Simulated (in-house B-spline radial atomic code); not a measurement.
Inner-shell binding energies (edges) and X-ray emission energies of free atoms and ions, as differences of relaxed hole-state energies with first-order Breit, QED and recoil terms, without correlation or multiplet splittings, in NIST's listed ground configurations. For neutral atoms such line energies lie within some 1 to 5 eV of tabulated X-ray lines (up to 20 eV for the heaviest). Removing outer electrons raises all edges nearly alike, so lines move far less than edges. K = 1s, L1 = 2s. A dash marks a subshell that is part filled or wasn't run, or a line left out. Computed with an all-electron radial atomic-structure program (B-spline basis): Dirac-Hartree-Fock, average of the configuration, finite nuclei.

```csv
ion,configuration,K edge (eV),L1 edge (eV)
Nb+,[Kr] 4d4,18998.1,2716.18
Nb2+,[Kr] 4d3,19011,2729.28
Nb3+,[Kr] 4d2,19026,2744.46
Nb4+,[Kr] 4d1,19042.7,2761.44
Nb5+,[Ar] 3d10 4s2 4p6,19061,2780.06
Nb6+,[Ar] 3d10 4s2 4p5,19084.7,2803.01
Nb7+,[Ar] 3d10 4s2 4p4,19109.7,2827.06
```
